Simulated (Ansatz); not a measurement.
`[AlH2][CH2][SiH3]` + `C=C=C=N` → `C=C=C=[N][AlH2]` + `C[SiH3]` at 700 K and 1 bar (ligand exchange at the Al–C bond).

Program: Ansatz. Geometries: PBE0-D4/def2-TZVP. ΔE: electronic, gas phase. CCSD(T)/CBS is the MP2 limit (def2-TZVPP, def2-QZVPP) plus CCSD(T) − MP2 in def2-TZVPP, frozen cores. This one scheme is used for every species. One conformer a species, not always the lowest.

```csv
species,CCSD(T)/CBS energy (Eh),H − E (kJ/mol),S (J/(mol·K))
`[AlH2][CH2][SiH3]`,-573.34237,242.4,441.9
`C=C=C=N`,-170.55528,179.3,350.0
`C=C=C=[N][AlH2]`,-413.19818,212.4,445.9
`C[SiH3]`,-330.73916,210.8,332.0
```

H − E and S are ideal-gas, rigid-rotor, harmonic terms from PBE0-D4/def2-TZVP, for one conformer and one mirror image of each species. 1 Eh = 2625.50 kJ/mol, R = 8.31446 J/(mol·K).

Task: By hand: ΔE, ΔH, ΔS and ΔG.

Result: ΔE = (-413.19818) + (-330.73916) − (-573.34237) − (-170.55528) = -0.03969 Eh = -104.2 kJ/mol. Δ(H − E) = 212.4 + 210.8 − 242.4 − 179.3 = 1.5, so ΔH = -102.7 kJ/mol. ΔS = 445.9 + 332.0 − 441.9 − 350.0 = -14.0 J/(mol·K). ΔG = -102.7 − 700 × (-14.0)/1000 = -92.9 kJ/mol.

Task: By hand: the equilibrium constant, and the temperature at which ΔG would vanish if ΔH and ΔS stayed fixed.

Result: log₁₀ K = −ΔG/(RT ln 10) = 6.9. ΔG = 0 at ΔH/ΔS = 7336 K, far beyond where these terms or the molecules hold.

The number of gas molecules stays the same, so ΔS is small and ΔH decides. A doubt of 5 kJ/mol in ΔE shifts log₁₀ K by 0.4 here. Other conformers and mirror images would add mixing entropy, several J/(mol·K) or more a flexible species. Modes under 60 cm⁻¹, often nearly free rotors, make the harmonic entropy too high. These are equilibria of isolated gas molecules and say nothing of rates. Largest T1 diagnostic: 0.016 (customary marks: 0.02 for closed shells, 0.045 for open ones).
